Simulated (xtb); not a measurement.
pivalic acid (C5H10O2), singlet, geometry from GFN2-xTB; GFN2-xTB in xtb 6.7.1.

Here is a job for xtb.
```
$ xtb mol.xyz --gfn 2 --opt --json

# file mol.xyz
17

C     -0.87672670     0.24345342     1.51819403
C     -0.55370175     0.14503550     0.02301938
C     -1.51751436    -0.81736050    -0.66854879
C     -0.62795616     1.53304407    -0.62312062
C      0.86734031    -0.37620254    -0.12580056
O      1.77006440     0.42386387     0.46090879
O      1.18995166    -1.38384948    -0.69516848
H     -0.18253916     0.91720958     2.01363029
H     -1.88755873     0.62177436     1.65096005
H     -0.80942748    -0.73541171     1.98815157
H     -2.53869621    -0.45806602    -0.57080376
H     -1.44749951    -1.80722078    -0.22507995
H     -1.27334851    -0.90444702    -1.72410032
H      0.06775485     2.21469776    -0.14079788
H     -0.38309839     1.47461697    -1.68151429
H     -1.63501299     1.93093519    -0.52285011
H      2.66064960     0.05797695     0.34402125
```

What the program printed (banner, timings and long lists left out):

```
   ID    Z sym.   atoms
    1    6 C      1-5
    2    8 O      6, 7
    3    1 H      8-17

           -------------------------------------------------
          |                Calculation Setup                |
           -------------------------------------------------

           -------------------------------------------------
          |                 G F N 2 - x T B                 |
           -------------------------------------------------

          ...................................................
          :                      SETUP                      :
          :.................................................:
          :  # basis functions                  38          :
          :  # atomic orbitals                  38          :
          :  # shells                           24          :
          :  # electrons                        42          :
          :  max. iterations                   250          :
          :  Hamiltonian                  GFN2-xTB          :
          :  restarted?                      false          :
          :  GBSA solvation                  false          :
          :  PC potential                    false          :
          :  electronic temp.          300.0000000     K    :
          :  accuracy                    1.0000000          :
          :  -> integral cutoff          0.2500000E+02      :
          :  -> integral neglect         0.1000000E-07      :
          :  -> SCF convergence          0.1000000E-05 Eh   :
          :  -> wf. convergence          0.1000000E-03 e    :
          :  Broyden damping             0.4000000          :
          :  net charge                          0          :
          :  unpaired electrons                  0          :
          ...................................................

 iter      E             dE          RMSdq      gap      omega  full diag
   1    -24.1846274 -0.241846E+02  0.361E+00    5.77       0.0  T
   2    -24.2281568 -0.435294E-01  0.187E+00    4.71       1.0  T
   3    -24.2310378 -0.288105E-02  0.109E+00    5.09       1.0  T
   4    -24.2335702 -0.253234E-02  0.161E-01    4.81       1.0  T
   5    -24.2336846 -0.114405E-03  0.719E-02    4.85       1.0  T
   6    -24.2336904 -0.584719E-05  0.124E-02    4.85       2.0  T
   7    -24.2336907 -0.230727E-06  0.419E-03    4.85       5.8  T
   8    -24.2336907 -0.433512E-07  0.170E-03    4.85      14.3  T
   9    -24.2336907 -0.484433E-08  0.735E-04    4.85      33.0  T
  10    -24.2336907 -0.190836E-08  0.232E-04    4.85     104.4  T

   *** convergence criteria satisfied after 10 iterations ***

         :::::::::::::::::::::::::::::::::::::::::::::::::::::
         ::                     SUMMARY                     ::
         :::::::::::::::::::::::::::::::::::::::::::::::::::::
         :: total energy             -23.956953969532 Eh    ::
         :: gradient norm              0.000062352641 Eh/a0 ::
         :: HOMO-LUMO gap              4.852599349889 eV    ::
         ::.................................................::
         :: SCC energy               -24.233653330387 Eh    ::
         :: -> isotropic ES            0.050434213592 Eh    ::
         :: -> anisotropic ES          0.003590153114 Eh    ::
         :: -> anisotropic XC          0.005724273113 Eh    ::
         :: -> dispersion             -0.010816748123 Eh    ::
         :: repulsion energy           0.276699360856 Eh    ::
         :: add. restraining           0.000000000000 Eh    ::
         :: total charge              -0.000000000000 e     ::
         :::::::::::::::::::::::::::::::::::::::::::::::::::::

      -----------------------------------------------------------
     |                   =====================                   |
     |                        A N C O P T                        |
     |                   =====================                   |
     |               Approximate Normal Coordinate               |
[...]
 * total energy  :   -23.9569540 Eh     change       -0.1022968E-09 Eh
   *** GEOMETRY OPTIMIZATION CONVERGED AFTER 1 ITERATIONS ***
         :: total energy             -23.956953969635 Eh    ::
[...]
       ...                                ...                  ...
        38                          0.6441443              17.5281
      -------------------------------------------------------------
                  HL-Gap            0.1783307 Eh            4.8526 eV
             Fermi-level           -0.3219636 Eh           -8.7611 eV

     #   Z          covCN         q      C6AA      α(0)
     1   6 C        3.761    -0.110    22.643     6.783
     2   6 C        3.900     0.008    20.389     6.419
     3   6 C        3.761    -0.112    22.686     6.790
     4   6 C        3.761    -0.110    22.643     6.783
     5   6 C        2.701     0.357    20.938     7.489
     6   8 O        1.659    -0.378    20.432     6.102
     7   8 O        0.856    -0.409    21.861     6.269
     8   1 H        0.925     0.052     2.295     2.369
     9   1 H        0.925     0.048     2.340     2.392
    10   1 H        0.925     0.041     2.433     2.439
    11   1 H        0.925     0.044     2.400     2.423
    12   1 H        0.925     0.050     2.319     2.382
    13   1 H        0.925     0.050     2.319     2.382
    14   1 H        0.925     0.052     2.295     2.369
    15   1 H        0.925     0.041     2.433     2.439
    16   1 H        0.925     0.048     2.340     2.392
    17   1 H        0.804     0.326     0.647     1.264

 Mol. C6AA /au·bohr⁶  :       2213.580741
 Mol. C8AA /au·bohr⁸  :      47201.677987
 Mol. α(0) /au        :         69.485361

Wiberg/Mayer (AO) data.
largest (>0.10) Wiberg bond orders for each atom

 ---------------------------------------------------------------------------
     #   Z sym  total        # sym  WBO       # sym  WBO       # sym  WBO
 ---------------------------------------------------------------------------
     1   6 C    3.994 --    10 H    0.986     8 H    0.984     9 H    0.983
                             2 C    0.982
     2   6 C    3.991 --     3 C    1.000     4 C    0.982     1 C    0.982
                             5 C    0.947
     3   6 C    3.994 --     2 C    1.000    11 H    0.986    12 H    0.985
                            13 H    0.985
     4   6 C    3.994 --    15 H    0.986    14 H    0.984    16 H    0.983
                             2 C    0.982
     5   6 C    3.904 --     7 O    1.775     6 O    1.127     2 C    0.947
     6   8 O    2.196 --     5 C    1.127    17 H    0.868     7 O    0.171
     7   8 O    2.042 --     5 C    1.775     6 O    0.171
     8   1 H    0.997 --     1 C    0.984
     9   1 H    0.998 --     1 C    0.983
    10   1 H    0.998 --     1 C    0.986
    11   1 H    0.998 --     3 C    0.986
    12   1 H    0.997 --     3 C    0.985
    13   1 H    0.997 --     3 C    0.985
    14   1 H    0.997 --     4 C    0.984
    15   1 H    0.998 --     4 C    0.986
    16   1 H    0.998 --     4 C    0.983
    17   1 H    0.893 --     6 O    0.868
 ---------------------------------------------------------------------------

Topologies differ in total number of bonds
Writing topology from bond orders to xtbtopo.mol

molecular dipole:
                 x           y           z       tot (Debye)
 q only:       -0.228       0.660       0.371
   full:       -0.080       0.676       0.398       2.005
molecular quadrupole (traceless):
                xx          xy          yy          xz          yz          zz
 q only:        4.575       1.838      -3.728       1.604      -2.211      -0.847
  q+dip:        6.482       1.310      -5.239       1.470      -3.377      -1.243
   full:        6.067       1.600      -5.257       1.521      -3.744      -0.810

optimized geometry written to: xtbopt.xyz

           -------------------------------------------------
          | TOTAL ENERGY              -23.956953969635 Eh   |
          | GRADIENT NORM               0.000062816469 Eh/α |
          | HOMO-LUMO GAP               4.852624299613 eV   |
           -------------------------------------------------

normal termination of xtb
```
